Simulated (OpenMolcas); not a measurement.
**W3+: moving or changing the point charges**

W3+ among 4 point charges of -2 e arranged as a tetrahedron (Td), 2.25 Å from the ion.
```
   1.2990    1.2990    1.2990  -2.00
   1.2990   -1.2990   -1.2990  -2.00
  -1.2990    1.2990   -1.2990  -2.00
  -1.2990   -1.2990    1.2990  -2.00
```

```
Program             : OpenMolcas 26.06
Method              : SS-CASPT2, IPEA 0.25 Eh, imaginary shift 0.1 Eh (closed shells correlated: 4f 5s 5p)
Basis               : ANO-RCC-VDZP [7s6p4d2f1g]
Scalar Hamiltonian  : DKH2, point nucleus
Active space        : 3 electrons in 5 orbitals (5d)
State averaging     : 2S+1 = 4 even, 10 roots; 2S+1 = 2 even, 40 roots
Spin-orbit coupling : RASSI with atomic mean-field integrals over the reference wave functions
```

Runs around this geometry, states (labels of Td). Energies in cm-1 above the lowest state or level, χT in cm3 K/mol; under a threefold ground state the first gap can be a small split of the lowest multiplet, not the spin-orbit step.

```json
{"R (Å)": "2.25", "q (e)": "-1.6", "Ground state": "4T1", "First state of that spin": "4T2 2520", "First gap with spin-orbit (degeneracies)": "3270 (4, 2)", "χT at 300 K": "0.125", "First state of another spin": "2E 10100"}
{"R (Å)": "2.06", "q (e)": "-2", "Ground state": "4T1", "First state of that spin": "4T2 3500", "First gap with spin-orbit (degeneracies)": "2830 (4, 2)", "χT at 300 K": "0.140", "First state of another spin": "2E 8680"}
{"R (Å)": "2.25", "q (e)": "-2", "Ground state": "4T1", "First state of that spin": "4T2 2640", "First gap with spin-orbit (degeneracies)": "3160 (4, 2)", "χT at 300 K": "0.126", "First state of another spin": "2E 9610"}
{"R (Å)": "2.38", "q (e)": "-2", "Ground state": "4T1", "First state of that spin": "4T2 2120", "First gap with spin-orbit (degeneracies)": "3340 (4, 2)", "χT at 300 K": "0.123", "First state of another spin": "2E 10180"}
```

Taking the first state of the same spin as R^-n, n = -ln(2120 / 3500) / ln(2.38 / 2.06) = 3.5 between the shortest and longest distance.

Scaling the charges by -1.6 / -2 = 0.80 scales the first state of the same spin by 2520 / 2640 = 0.95; with fixed orbitals a first-order splitting would follow the charge.

Roots that are degenerate in the reference are averaged as groups; the widest CASPT2 spread within a group is 170 cm-1 (the 3-fold group of multiplicity 2 near 11300 cm-1 above the lowest state of its run, R = 2.38, q = -2). Shifts and gaps below about the spread of the groups concerned are not significant. Point charges give a weaker field than real ligands, and real ions of this kind are as a rule low spin; the high spin found here belongs to the model. Free-ion shares, where given, are those of the reference states; single-state CASPT2 does not remix them. Spin-orbit coupling mixes the spin-free states strongly: the lowest level takes only 58 % from its leading state, 4T1 (figures for R = 2.25, q = -1.6; the like holds for R = 2.06, q = -2, R = 2.25, q = -2, R = 2.38, q = -2). This is an electrostatic model: the charges have no orbitals. No measured value stands beside these numbers.
